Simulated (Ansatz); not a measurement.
Isolated molecules relaxed with PBE0-D4/def2-TZVP in Ansatz; ΔE leaves out vibrations. CCSD(T)/CBS is the MP2 limit (def2-TZVPP, def2-QZVPP) plus CCSD(T) − MP2 in def2-TZVPP, frozen cores. DFT in def2-TZVPP. B3LYP here is the variant with VWN-RPA as its local correlation; programs differ in this. For Ge outer-core shells are correlated without core-valence functions, which leaves a few kJ/mol of doubt a bond. Scalar relativity is left out up to krypton. One conformer a species, not always the lowest.

Consider the cleavage of the Si–Ge bond: `[OH][Ge]([OH])([SiH3])[GeH3]` + `CC(N)N` → `CC(N)N[SiH3]` + `[OH][GeH]([OH])[GeH3]`.

`[OH][Ge]([OH])([SiH3])[GeH3]`:

Cartesian coordinates in Å:
```
O -1.603 -1.243 -0.590
Ge -0.474 -0.063 0.145
O -1.397 1.128 1.111
Si 0.790 -1.311 1.732
Ge 0.684 1.124 -1.649
H -2.086 -0.894 -1.342
H -1.856 1.782 0.579
H 1.731 -0.392 2.423
H -0.121 -1.943 2.718
H 1.566 -2.353 1.012
H 1.653 2.171 -1.076
H 1.468 0.145 -2.537
H -0.355 1.851 -2.526
```

`CC(N)N`:

```xyz
12

C     1.072   -0.612   -0.194
C    -0.250    0.137   -0.275
N    -0.238    1.462    0.314
N    -1.261   -0.614    0.443
H     1.005   -1.597   -0.667
H     1.861   -0.052   -0.700
H     1.354   -0.754    0.853
H    -0.498    0.281   -1.340
H     0.031    1.390    1.290
H     0.437    2.055   -0.153
H    -2.155   -0.145    0.361
H    -1.356   -1.549    0.069
```

`CC(N)N[SiH3]`:

Cartesian coordinates in Å:
```
C -1.692 0.102 -0.299
C -0.297 0.634 -0.022
N -0.105 1.860 -0.765
N 0.735 -0.368 -0.259
Si 1.437 -1.324 0.984
H -1.889 -0.792 0.294
H -2.448 0.856 -0.072
H -1.789 -0.169 -1.357
H -0.228 0.894 1.042
H -0.290 1.709 -1.751
H 0.857 2.165 -0.683
H 0.698 -0.759 -1.190
H 2.568 -2.081 0.386
H 0.522 -2.312 1.635
H 1.919 -0.414 2.058
```

`[OH][GeH]([OH])[GeH3]`:

```xyz
10

O    -0.726   -1.451   -1.177
Ge   -0.619    0.117   -0.329
O    -0.081    1.324   -1.518
Ge    1.135    0.041    1.334
H    -1.620   -1.800   -1.191
H    -2.049    0.457    0.166
H    -0.549    1.248   -2.353
H     1.336    1.435    1.944
H     0.736   -0.940    2.447
H     2.437   -0.431    0.676
```

```tsv
level	ΔE (kJ/mol)	difference from CCSD(T)/CBS
PBE-D4	-13.1	14.6
r2SCAN-D4	-24.3	3.4
PBE0-D4	-19.6	8.1
B3LYP-D4	-27.1	0.6
ωB97X-V	-30.6	-2.9
ωB97M-V	-32.0	-4.3
B2PLYP	-30.6	-2.9
PBE	-12.8	14.9
r2SCAN	-24.1	3.6
PBE0	-19.6	8.1
B3LYP	-27.0	0.7
HF/def2-TZVPP	-45.7	-18.0
MP2/def2-TZVPP	-34.3	-6.6
SCS-MP2/def2-TZVPP	-36.8	-9.1
CCSD/def2-TZVPP	-31.5	-3.8
CCSD(T)/def2-TZVPP	-29.2	-1.5
HF/def2-QZVPP	-47.4	-19.7
MP2/def2-QZVPP	-34.0	-6.3
SCS-MP2/def2-QZVPP	-36.9	-9.2
HF/CBS(def2)	-47.6	-19.9
MP2/CBS(def2)	-32.8	-5.1
CCSD/CBS(def2)	-30.0	-2.3
CCSD(T)/CBS	-27.7	0
```

Largest T1 diagnostic among the species: 0.013.

From PBE to PBE0 (25 % exact exchange), in def2-TZVPP and without D4, ΔE moves by −6.8 kJ/mol. In def2-TZVPP, CCSD(T) changes the Hartree–Fock value by +16.6 kJ/mol (the triples alone add +2.3 kJ/mol) and MP2 by +11.5 kJ/mol.
